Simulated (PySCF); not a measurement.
CH5BiO2, SMILES [CH3][Bi]([OH])[OH].

Coordinates come from a B3LYP-D3(BJ)/def2-SVP optimisation. The structure was generated by enumeration; whether it is a known compound was not checked. The def2 effective core potentials stand for the cores of Bi; spin–orbit coupling is left out. Other conformers were not sampled.

Method: PySCF with TDA-LC-ωPBE/def2-SVPD.

Vertical excitations. The molecule is in vacuum. State labels are in the subgroup Cs.

Task: List the lowest excited states. (Estimate from the structure and the level; the computed values follow.)

Result: 
```
state  symmetry  energy (eV)  λ (nm)      f                                                                   main pairs
-----  --------  -----------  ------  -----  ---------------------------------------------------------------------------
S1           A'         5.97     208  0.016                                                               HOMO→LUMO 90 %
S2           A"         6.05     205  0.020                                                             HOMO→LUMO+1 95 %
S3           A"         6.54     190  0.000                                         HOMO−1→LUMO 50 %, HOMO−2→LUMO+1 32 %
S4           A'         6.67     186  0.082                                         HOMO−2→LUMO 48 %, HOMO−1→LUMO+1 32 %
S5           A'         6.89     180  0.035                                         HOMO−1→LUMO+1 55 %, HOMO−2→LUMO 38 %
S6           A"         7.51     165  0.011                                         HOMO−3→LUMO 57 %, HOMO−2→LUMO+1 28 %
S7           A'         7.60     163  0.014    HOMO→LUMO+3 35 %, HOMO→LUMO+2 32 %, HOMO−3→LUMO+1 11 %, HOMO−2→LUMO+3 6 %
S8           A'         7.75     160  0.781                        HOMO→LUMO+3 47 %, HOMO→LUMO+2 34 %, HOMO−2→LUMO+2 8 %
S9           A"         7.81     159  0.411  HOMO−4→LUMO+1 33 %, HOMO−2→LUMO+1 22 %, HOMO−3→LUMO 13 %, HOMO−1→LUMO+3 9 %
S10          A'         7.91     157  0.095                       HOMO−3→LUMO+1 32 %, HOMO−4→LUMO 30 %, HOMO→LUMO+2 18 %
T1           A'         5.10     243      0                                                               HOMO→LUMO 75 %
T2           A"         5.32     233      0                                         HOMO→LUMO+1 79 %, HOMO−2→LUMO+1 12 %
T3           A'         5.84     212      0        HOMO→LUMO+2 31 %, HOMO−2→LUMO 29 %, HOMO→LUMO+3 14 %, HOMO→LUMO+6 5 %
T4           A"         5.88     211      0                                         HOMO−1→LUMO 58 %, HOMO−2→LUMO+1 19 %
```
Triplets are in the Tamm–Dancoff approximation.
